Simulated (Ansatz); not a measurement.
Ga₁₃N₁₃H₃₀⁺, a nanocrystal cut from zinc blende GaN (hydrogen-capped). Charge 1, multiplicity 2. Geometry r2SCAN-D4/def2-SVP, that of the neutral singlet; atoms count from 1.

```xyz
56

Ga    1.563   -1.823    0.717
Ga   -0.991   -3.133   -1.040
Ga   -0.928   -3.401    2.168
Ga   -0.504   -0.154    2.450
Ga   -3.037   -1.481    0.676
Ga    1.611   -1.528   -2.635
Ga    4.031   -0.345   -0.872
Ga    1.889    1.321    0.982
Ga    1.934    1.583   -2.373
Ga   -0.517    0.115   -0.728
Ga   -2.683    1.937    0.965
Ga   -0.314    3.397   -0.489
Ga   -0.251    3.112    2.718
N     0.171   -3.215    0.487
N     2.574   -1.734   -0.986
N     0.211   -2.965   -2.637
N     0.574   -0.128    0.808
N    -1.817   -1.347   -0.871
N    -1.831   -1.598    2.166
N    -1.503    1.557    2.433
N    -3.879    0.336    0.791
N     0.589    0.137   -2.347
N     2.890    1.312   -0.729
N     0.815    2.986    1.010
N     0.855    3.254   -2.113
N    -1.489    1.814   -0.604
H     2.501   -2.148    1.921
H    -2.012   -4.282   -1.325
H     0.033   -3.495    3.404
H    -2.042   -4.480    1.878
H     0.272   -0.348    3.790
H    -4.182   -2.530    0.495
H     2.361   -1.587   -4.006
H     4.825   -0.540    0.465
H     4.742   -0.300   -2.281
H     2.854    1.243    2.207
H     2.703    1.714   -3.728
H    -3.586    3.213    0.980
H    -1.073    4.762   -0.562
H     0.688    2.801    3.934
H    -1.116    4.429    2.630
H     0.676   -4.109    0.459
H     3.112   -2.608   -1.034
H     0.693   -3.862   -2.752
H    -0.356   -2.891   -3.488
H    -2.407   -1.216   -1.700
H    -2.388   -1.635    3.029
H    -2.056    1.564    3.299
H    -4.504    0.332    1.604
H    -4.519    0.469    0.003
H     0.001    0.268   -3.177
H     3.595    2.053   -0.641
H     1.492    3.751    1.122
H     1.512    4.041   -2.087
H     0.299    3.439   -2.954
H    -2.079    1.946   -1.433
```

Single mean-field runs in def2-TZVP are fitted with def2-universal-jkfit.

Q: Estimate the Mulliken populations of the heavy atoms from the PBE0/def2-TZVP orbitals of Ansatz.

A: 
```
atom  charge (e)  spin (α − β)
 Ga1        0.17          0.00
 Ga2        0.27          0.00
 Ga3        0.20          0.02
 Ga4        0.18          0.01
 Ga5        0.26          0.00
 Ga6        0.26          0.00
 Ga7        0.20          0.02
 Ga8        0.17          0.00
 Ga9        0.26          0.00
Ga10       -0.03          0.00
Ga11        0.26          0.00
Ga12        0.27          0.00
Ga13        0.20          0.02
 N14       -0.42          0.05
 N15       -0.42          0.07
 N16       -0.53          0.00
 N17       -0.08          0.04
 N18       -0.37          0.00
 N19       -0.43          0.02
 N20       -0.43          0.02
 N21       -0.53          0.00
 N22       -0.37          0.00
 N23       -0.42          0.07
 N24       -0.42          0.05
 N25       -0.53          0.00
 N26       -0.37          0.00
```
Mulliken values depend strongly on the basis.

Q: Where does the spin sit?

A: Summed by element: Ga 0.07, N 0.33, H 0.60, of 1 unpaired in all. Largest on single atoms: H35 0.18, H30 0.12, H41 0.12.

Q: And the Mayer bond orders between heavy atoms (over 0.3)?

A: Ga1–N14 0.76 (1.98 Å); Ga1–N15 0.73 (1.98 Å); Ga1–N17 0.76 (1.96 Å); Ga2–N14 0.84 (1.92 Å); Ga2–N16 0.69 (2.01 Å); Ga2–N18 0.74 (1.97 Å); Ga3–N14 0.68 (2.02 Å); Ga3–N19 0.69 (2.02 Å); Ga4–N17 0.74 (1.96 Å); Ga4–N19 0.76 (1.98 Å); Ga4–N20 0.76 (1.98 Å); Ga5–N18 0.74 (1.97 Å); Ga5–N19 0.84 (1.92 Å); Ga5–N21 0.69 (2.01 Å); Ga6–N15 0.83 (1.92 Å); Ga6–N16 0.70 (2.01 Å); Ga6–N22 0.74 (1.97 Å); Ga7–N15 0.70 (2.02 Å); Ga7–N23 0.70 (2.02 Å); Ga8–N17 0.76 (1.96 Å); Ga8–N23 0.73 (1.98 Å); Ga8–N24 0.76 (1.98 Å); Ga9–N22 0.74 (1.97 Å); Ga9–N23 0.83 (1.92 Å); Ga9–N25 0.70 (2.01 Å); Ga10–N17 1.00 (1.90 Å); Ga10–N18 0.88 (1.96 Å); Ga10–N22 0.87 (1.96 Å); Ga10–N26 0.88 (1.96 Å); Ga11–N20 0.84 (1.92 Å); Ga11–N21 0.69 (2.01 Å); Ga11–N26 0.74 (1.97 Å); Ga12–N24 0.84 (1.92 Å); Ga12–N25 0.69 (2.01 Å); Ga12–N26 0.74 (1.97 Å); Ga13–N20 0.69 (2.02 Å); Ga13–N24 0.68 (2.02 Å).
